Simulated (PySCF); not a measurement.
Si(H)(Me)2(OH) (C2H8OSi), SMILES C[SiH](C)O. The structure is a stationary point at B3LYP-D3(BJ)/def2-SVP. The values are those of a single conformer.

Method: B3LYP-D3(BJ)/def2-SVP in PySCF.

Harmonic wavenumbers (cm⁻¹): 142, 158, 168, 204, 264, 269, 615, 633, 685, 716, 769, 797, 862, 885, 907, 940, 1269, 1274, 1429, 1430, 1436, 1443, 2236, 3021, 3023, 3105, 3108, 3120, 3120, 3876. Rotational constants (GHz): 5.807, 5.459, 3.314; symmetry number 1.

**Question.** Work out the zero-point energy and the ideal-gas rigid-rotor harmonic-oscillator thermochemistry at 298.15 K and 1 atm.

**Answer.** ZPE = ½ Σ hcν = ½ × 41904 cm⁻¹ = 250.64 kJ/mol. H − E(el) = 271.95 kJ/mol. Entropy in J/(mol K): translation 162.79, rotation 106.81, vibration 65.78, total 335.38. G − E(el) = 171.96 kJ/mol. Cp = 111.46 J/(mol K). Modes under 150 cm⁻¹ make the vibrational entropy uncertain.
